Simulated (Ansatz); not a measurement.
Spectroscopic constants of LiSi, multiplicity 4 (lowest of 2S+1 = 2, 4 at CCSD(T)/def2-TZVPP on PBE0 minima; our sources give no spin for the ground state, which may be another).

D_e counts from the fitted minimum to each atom's lowest state at the same level, without counterpoise.

Correlated levels freeze the inner cores; with def2 sets outer-core shells near the valence are correlated too.

The values were computed with Ansatz (a quantum-chemistry and plane-wave program). 

| level | bond energy D_e (eV) |
|---|---|
| SVWN5/def2-TZVPP | 2.054 |
| B97M-V/def2-TZVPP | 1.923 |
| B3LYP/def2-TZVPP | 1.606 |
| CAM-B3LYP/def2-TZVPP | 1.604 |
| wB97X-V/def2-TZVPP | 1.607 |
| CCSD/def2-TZVPP | 1.710 |
| CCSD/def2-QZVPP | 1.799 |
| CCSD(T)/def2-TZVPP | 1.763 |
| CCSD(T)/def2-QZVPP | … |

**Question.** What belongs in the gaps?

**Answer.** 
- CCSD(T)/def2-QZVPP, bond energy D_e (eV): 1.865
